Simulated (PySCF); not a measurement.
C2H6BN, SMILES C=CBN.

The structure is a stationary point at ωB97X-D3(BJ)/def2-SVP. Other conformers were not sampled.

The numbers are results of ωB97X-D3(BJ)/def2-SVP in PySCF, not measurements.

Harmonic, unscaled wavenumbers; measured fundamentals usually lie a few per cent lower.

```json
[
 {"mode": "1", "ν (cm⁻¹)": "137", "IR (km/mol)": "5.7", "Raman (Å⁴/amu)": "4.2", "depolarisation": "0.73", "moving atoms (share of kinetic energy)": "H 56 %, C 23 %, B 13 %"},
 {"mode": "2", "ν (cm⁻¹)": "228", "IR (km/mol)": "1.1", "Raman (Å⁴/amu)": "3.7", "depolarisation": "0.65", "moving atoms (share of kinetic energy)": "H 35 %, C 35 %, N 27 %"},
 {"mode": "3", "ν (cm⁻¹)": "402", "IR (km/mol)": "3.0", "Raman (Å⁴/amu)": "2.5", "depolarisation": "0.75", "moving atoms (share of kinetic energy)": "H 70 %, C 16 %, B 10 %"},
 {"mode": "4", "ν (cm⁻¹)": "561", "IR (km/mol)": "69.0", "Raman (Å⁴/amu)": "0.2", "depolarisation": "0.40", "moving atoms (share of kinetic energy)": "H 67 %, C 15 %, B 10 %"},
 {"mode": "5", "ν (cm⁻¹)": "585", "IR (km/mol)": "89.6", "Raman (Å⁴/amu)": "1.9", "depolarisation": "0.74", "moving atoms (share of kinetic energy)": "H 67 %, N 16 %, C 12 %"},
 {"mode": "6", "ν (cm⁻¹)": "699", "IR (km/mol)": "22.1", "Raman (Å⁴/amu)": "4.6", "depolarisation": "0.58", "moving atoms (share of kinetic energy)": "H 69 %, B 15 %, C 14 %"},
 {"mode": "7", "ν (cm⁻¹)": "817", "IR (km/mol)": "0.4", "Raman (Å⁴/amu)": "2.8", "depolarisation": "0.06", "moving atoms (share of kinetic energy)": "H 43 %, C 28 %, B 14 %, N 14 %"},
 {"mode": "8", "ν (cm⁻¹)": "918", "IR (km/mol)": "13.2", "Raman (Å⁴/amu)": "1.6", "depolarisation": "0.70", "moving atoms (share of kinetic energy)": "H 80 %, B 15 %"},
 {"mode": "9", "ν (cm⁻¹)": "947", "IR (km/mol)": "18.3", "Raman (Å⁴/amu)": "4.0", "depolarisation": "0.66", "moving atoms (share of kinetic energy)": "H 72 %, B 21 %"},
 {"mode": "10", "ν (cm⁻¹)": "1000", "IR (km/mol)": "33.6", "Raman (Å⁴/amu)": "1.1", "depolarisation": "0.72", "moving atoms (share of kinetic energy)": "H 73 %, C 27 %"},
 {"mode": "11", "ν (cm⁻¹)": "1038", "IR (km/mol)": "15.4", "Raman (Å⁴/amu)": "3.5", "depolarisation": "0.74", "moving atoms (share of kinetic energy)": "H 76 %, C 17 %"},
 {"mode": "12", "ν (cm⁻¹)": "1067", "IR (km/mol)": "8.9", "Raman (Å⁴/amu)": "1.6", "depolarisation": "0.47", "moving atoms (share of kinetic energy)": "H 87 %, C 12 %"},
 {"mode": "13", "ν (cm⁻¹)": "1148", "IR (km/mol)": "33.2", "Raman (Å⁴/amu)": "4.8", "depolarisation": "0.30", "moving atoms (share of kinetic energy)": "H 61 %, B 20 %, N 18 %"},
 {"mode": "14", "ν (cm⁻¹)": "1302", "IR (km/mol)": "1.6", "Raman (Å⁴/amu)": "15.1", "depolarisation": "0.33", "moving atoms (share of kinetic energy)": "H 72 %, C 25 %"},
 {"mode": "15", "ν (cm⁻¹)": "1390", "IR (km/mol)": "62.0", "Raman (Å⁴/amu)": "7.6", "depolarisation": "0.66", "moving atoms (share of kinetic energy)": "H 46 %, B 42 %"},
 {"mode": "16", "ν (cm⁻¹)": "1452", "IR (km/mol)": "53.8", "Raman (Å⁴/amu)": "16.7", "depolarisation": "0.30", "moving atoms (share of kinetic energy)": "H 70 %, C 14 %, B 14 %"},
 {"mode": "17", "ν (cm⁻¹)": "1613", "IR (km/mol)": "139.0", "Raman (Å⁴/amu)": "5.3", "depolarisation": "0.69", "moving atoms (share of kinetic energy)": "H 69 %, N 21 %, B 10 %"},
 {"mode": "18", "ν (cm⁻¹)": "1720", "IR (km/mol)": "16.6", "Raman (Å⁴/amu)": "32.6", "depolarisation": "0.17", "moving atoms (share of kinetic energy)": "C 86 %, H 13 %"},
 {"mode": "19", "ν (cm⁻¹)": "2597", "IR (km/mol)": "185.9", "Raman (Å⁴/amu)": "120.1", "depolarisation": "0.22", "moving atoms (share of kinetic energy)": "H 91 %, B 9 %"},
 {"mode": "20", "ν (cm⁻¹)": "3142", "IR (km/mol)": "17.6", "Raman (Å⁴/amu)": "62.9", "depolarisation": "0.14", "moving atoms (share of kinetic energy)": "H 95 %"},
 {"mode": "21", "ν (cm⁻¹)": "3168", "IR (km/mol)": "6.3", "Raman (Å⁴/amu)": "143.4", "depolarisation": "0.28", "moving atoms (share of kinetic energy)": "H 92 %, C 8 %"},
 {"mode": "22", "ν (cm⁻¹)": "3234", "IR (km/mol)": "16.3", "Raman (Å⁴/amu)": "76.1", "depolarisation": "0.62", "moving atoms (share of kinetic energy)": "H 89 %, C 11 %"},
 {"mode": "23", "ν (cm⁻¹)": "3631", "IR (km/mol)": "30.6", "Raman (Å⁴/amu)": "100.0", "depolarisation": "0.12", "moving atoms (share of kinetic energy)": "H 96 %"},
 {"mode": "24", "ν (cm⁻¹)": "3737", "IR (km/mol)": "34.7", "Raman (Å⁴/amu)": "67.4", "depolarisation": "0.66", "moving atoms (share of kinetic energy)": "H 91 %, N 9 %"}
]
```
